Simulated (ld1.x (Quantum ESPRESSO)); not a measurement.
## V TM: all-electron and pseudo phase curves

vanadium, norm-conserving Troullier–Martins (Kleinman–Bylander form), made with ld1.x (Quantum ESPRESSO) 7.5 (BP86, fully relativistic). Core [Ne] 3s2, reference 3p6 3d3 4s1.5 4p0.5. Waves: 4s (bound): rc 1.90 bohr; 3p (bound): rc 0.85 bohr; 3d (bound): rc 1.55 bohr. Local part: all-electron potential smoothed inside 1.40 bohr (lloc = -2). Core correction: none.

Open shells are filled in proportion to 2j + 1 (rel_dist='average').

Occupied shells without a wave of their own: 4p. They enter only through the test configuration that unscreens the potential.

The phase is arctan(r·u′/u) with u = r·R(r), unwrapped; energies in Ry, scanned from -5 to 5 Ry. A pole is an energy at which the radial function vanishes at the test radius. The pseudo phase is shifted by a multiple of π to meet the all-electron one at the reference energy, and phase errors are pseudo minus all-electron; the curves can meet again beyond the range given. Levels narrower than the energy grid can be missing from the lists of poles.

```csv
channel,radius (bohr),reference energy (Ry),"poles, all-electron","poles, pseudo",unbroken range about the reference energy with phases within 0.05 rad,phase error 1 Ry above the reference energy (rad)
s,2.06,-0.39,none,-0.76,-0.7 to 0.2,+0.155
p1/2,2.06,-3.34,-3.09,-3.09,below 1.3,+0.001
p3/2,2.06,-3.28,-3.02,-3.02,below 1.4,+0.001
d3/2,2.06,-0.44,0.16,0.17,below 2.3,+0.005
d5/2,2.06,-0.44,0.17,0.17,below 2.3,+0.005
```

Note: ghost state, extra bound levels that the all-electron valence spectrum of the same l lacks: s at -10.5 eV. A true bound ghost makes a file unfit for plane-wave use.

Phases in the d5/2 channel:

| E (Ry) | all-electron | pseudo |
| --- | --- | --- |
| -5.00 | 1.351 | 1.351 |
| -4.48 | 1.337 | 1.337 |
| -3.96 | 1.321 | 1.321 |
| -3.44 | 1.300 | 1.301 |
| -2.92 | 1.273 | 1.273 |
| -2.40 | 1.233 | 1.234 |
| -1.88 | 1.168 | 1.169 |
| -1.36 | 1.032 | 1.034 |
| -0.84 | 0.519 | 0.522 |
| -0.32 | -1.157 | -1.156 |
| 0.20 | -1.584 | -1.581 |
| 0.72 | -1.729 | -1.724 |
| 1.24 | -1.831 | -1.820 |
| 1.76 | -1.938 | -1.916 |
| 2.28 | -2.090 | -2.045 |
| 2.80 | -2.365 | -2.255 |
| 3.32 | -2.937 | -2.665 |
| 3.84 | -3.709 | -3.364 |
| 4.36 | -4.157 | -3.948 |
| 4.88 | -4.370 | -4.245 |
